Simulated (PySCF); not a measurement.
**Nb⁺: ionisation energy**

Nb⁺ [Kr] 4d4 [4d3/2^4, M_J = 0] → Nb²⁺ [Kr] 4d3 [4d3/2^3, M_J = 3/2], as a difference of total energies. Computed with PySCF 2.14 in x2c-SVPall-2c, with the two-component X2C-1e Hamiltonian. Correlated levels: [Ar] 3d10 frozen; the 6 highest virtual spinors dropped. "Screened" scales the spin-orbit matrix elements by Boettger's factors to mimic the two-electron term; Breit and QED terms are absent.

| method | ionisation energy (eV) | difference from reference (eV) |
| --- | --- | --- |
| GHF (spin-free) | 13.146 | -1.174 |
| GMP2 (spin-free) | 13.847 | -0.473 |
| GHF (screened spin-orbit) | 13.098 | -1.222 |
| GMP2 (screened spin-orbit) | 13.799 | -0.521 |

Reference: 14.32 eV (semi-empirical (NIST evaluation); NIST Atomic Spectra Database, ionization energies).

The spin-free rows relax to the high-spin LS determinant and lack the spin-orbit shift.

Errors of the correlated levels include the incompleteness of this basis and the frozen core.

The labels give the starting determinants; with spin-orbit coupling the two ends relaxed to ⟨J²⟩ = 3.85, ⟨L²⟩ = 6.03, ⟨S²⟩ = 6.00 and ⟨J²⟩ = 6.50, ⟨L²⟩ = 11.99, ⟨S²⟩ = 3.75.

The determinant of Nb⁺ and of Nb²⁺ mixes levels of different J (the jj label is only the starting occupation), so the difference between spin-free and spin-orbit rows is not the physical spin-orbit shift.
